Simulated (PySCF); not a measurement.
A side-by-side comparison of computed properties.

First species: C4H13NOSi.
Cartesian coordinates in Å at the PBE0-D3(BJ)/def2-SVP level; atoms count from 1:
```
atom  x, y, z in Å
C1     2.331    1.364    1.100
O2     1.038    0.857    0.965
Si3    0.469    0.092   -0.413
C4     1.290   -1.578   -0.592
N5    -1.244   -0.066   -0.336
C6    -1.914   -1.199    0.248
C7    -2.085    1.093   -0.497
H8     2.631    1.988    0.235
H9     2.381    1.995    2.001
H10    3.086    0.563    1.211
H11    0.804    0.984   -1.569
H12    1.180   -2.186    0.318
H13    2.369   -1.445   -0.770
H14    0.877   -2.140   -1.444
H15   -2.787   -1.499   -0.362
H16   -2.284   -0.994    1.272
H17   -1.242   -2.068    0.306
H18   -1.532    1.908   -0.987
H19   -2.465    1.482    0.469
H20   -2.964    0.861   -1.128
```

Second species: C7H7OPSi.
InChI=1S/C7H7OPSi/c10-7-8-5-3-1-2-4-6(5)9-7/h1-4H,10H3

Levels: CAM-B3LYP/def2-SVPD for dipole moment, HOMO energy, LUMO energy, HOMO–LUMO gap, static isotropic polarisability and electronic spatial extent ⟨r²⟩ about the centre of nuclear charge; TDDFT CAM-B3LYP/def2-SVPD for lowest singlet excitation; TDA CAM-B3LYP/def2-SVPD for lowest triplet excitation (Tamm–Dancoff); ΔSCF CAM-B3LYP/def2-SVPD for vertical ionisation energy; PBE0-D3(BJ)/def2-SVP for rotational constant A and rotational constant C. Geometries: PBE0-D3(BJ)/def2-SVP. Each species is one conformer at its optimised geometry, gas phase, non-relativistic unless stated. Electronic properties by PySCF.

Dipoles, sizes and rotational constants follow the conformer. The torsions of the flexible species, by atom-mapped SMILES:
- `[CH3:1][O:2][Si@@H:3]([CH3:4])[N:5]([CH3:6])[CH3:7]`: C1–O2–Si3–C4 70°, O2–Si3–N5–C6 -90°

(1) Which of the two has the higher T1 energy, and by how much?

(2) Which of the two has the higher HOMO–LUMO gap, and by how much?

(3) Which of the two has the higher rotational constant C, and by how much?

(4) Which of the two has the higher dipole moment, and by how much?

(5) Which has the higher S1 energy?

(6) Which has the higher ⟨r²⟩?

(7) Which of the two has the higher rotational constant A, and by how much?

(8) Which has the higher static isotropic polarisability?

Results:

(1) The first: 6.06 eV against 2.77 eV, a difference of 3.29 eV.

(2) The first: 9.01 eV against 7.15 eV, a difference of 1.86 eV.

(3) The first: 1.154 GHz against 0.520 GHz, a difference of 0.634 GHz.

(4) The second: 1.30 D against 0.63 D, a difference of 0.67 D.

(5) The first: 6.18 eV against 4.65 eV, a difference of 1.53 eV.

(6) The second: 2084 bohr² against 1168 bohr², a difference of 916 bohr².

(7) The first: 3.003 GHz against 2.614 GHz, a difference of 0.389 GHz.

(8) The second: 137.8 au against 88.0 au, a difference of 49.8 au.

On the first: The principal polarisabilities are 77.9, 88.1 and 97.9 au; their mean is the isotropic value. S1 lies 2.83 eV below the HOMO–LUMO gap; its leading configuration is HOMO→LUMO, weight 0.64.

On the second: The polarisability is 20.41 Å³ as a volume (1 au = 0.148185 Å³), or 1.60 au for each of the 86 electrons. The 10 singlets span 4.65 to 6.45 eV, and their oscillator strengths add up to 0.96.
